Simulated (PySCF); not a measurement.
From one molecule to another.

First species: C6H6N2S.
InChI=1S/C6H6N2S/c7-4-3-9-5-1-2-8-6(4)5/h1-3,8H,7H2

Second species: C5H12OSi2.
Geometry (PBE0-D3(BJ)/def2-SVP, Å), atoms numbered from 1 in this order:
```
atom  x, y, z in Å
C1    -2.4518   -2.2847   -0.9152
C2    -1.8762   -2.0536    0.2696
C3    -1.2850   -0.7712    0.6531
C4    -0.6993   -0.5790    1.8499
O5    -1.3875    0.1901   -0.2960
Si6   -0.3566    1.4944   -0.5583
C7     1.3279    0.9264   -1.1307
Si8    2.3229   -0.2734   -0.0658
H9    -2.5065   -1.4955   -1.6687
H10   -2.8829   -3.2589   -1.1556
H11   -1.8251   -2.8410    1.0273
H12   -0.6475   -1.4006    2.5643
H13   -0.2807    0.3843    2.1469
H14   -1.0470    2.2770   -1.6193
H15   -0.2288    2.3315    0.6736
H16    1.2220    0.4803   -2.1348
H17    1.9367    1.8407   -1.2563
H18    3.7113   -0.3727   -0.6181
H19    1.7155   -1.6352   -0.0791
H20    2.4206    0.2190    1.3420
```

Levels: wB97X-D/def2-SVPD for dipole moment, HOMO energy, LUMO energy, HOMO–LUMO gap, static isotropic polarisability and electronic spatial extent ⟨r²⟩ about the centre of nuclear charge; TDDFT wB97X-D/def2-SVPD for lowest singlet excitation; PBE0-D3(BJ)/def2-SVP for rotational constant A and rotational constant C. Geometries: PBE0-D3(BJ)/def2-SVP. All species are isolated and taken at one optimised geometry, non-relativistic unless stated. Electronic properties by PySCF.

Dipoles, sizes and rotational constants follow the conformer. The torsions of the flexible species, by atom-mapped SMILES:
- `[NH2:1][c:2]1[cH:3][s:4][c:5]2[cH:6][cH:7][nH:8][c:9]12`: H–N1–C2–C3 131°, H–N1–C2–C3 7°
- `[CH2:1]=[CH:2][C:3](=[CH2:4])[O:5][SiH2:6][CH2:7][SiH3:8]`: C1–C2–C3–C4 -179°, C2–C3–O5–Si6 -152°, C3–O5–Si6–C7 67°, O5–Si6–C7–Si8 -57°

```
                                                         property    column X    column Y
                                                    dipole moment      0.87 D      3.31 D
                                                      HOMO energy    -8.36 eV    -7.23 eV
                                                      LUMO energy     0.83 eV     1.67 eV
                                                    HOMO–LUMO gap     9.19 eV     8.90 eV
                                        lowest singlet excitation     5.51 eV     5.10 eV
                                  static isotropic polarisability    119.5 au    102.5 au
electronic spatial extent ⟨r²⟩ about the centre of nuclear charge  1665 bohr²  1220 bohr²
                                            rotational constant A   1.833 GHz   2.096 GHz
                                            rotational constant C   0.788 GHz   0.914 GHz
```

(1) Which column belongs to which species?

(2) How does each property change from the first species to the second?

## Answers

(1) Column X is the second species and column Y the first. The first has 15 atoms and 72 electrons, the second 20 and 78.

(2) dipole moment -2.44 D; HOMO energy -1.13 eV; LUMO energy -0.84 eV; HOMO–LUMO gap +0.29 eV; lowest singlet excitation +0.41 eV; static isotropic polarisability +17.0 au; electronic spatial extent ⟨r²⟩ about the centre of nuclear charge +445 bohr²; rotational constant A -0.263 GHz; rotational constant C -0.126 GHz.

On the first: No computed singlet falls in the visible range (750 to 380 nm, 1.65 to 3.26 eV); S1 lies 1.84 eV above its blue end. In atomic units the dipole is 1.30 e·bohr (1 au = 2.5417 D).

On the second: The polarisability is 17.71 Å³ as a volume (1 au = 0.148185 Å³), or 1.53 au for each of the 78 electrons. A dipole of 0.87 D is allowed in C1, and pure rotational transitions are dipole-allowed.
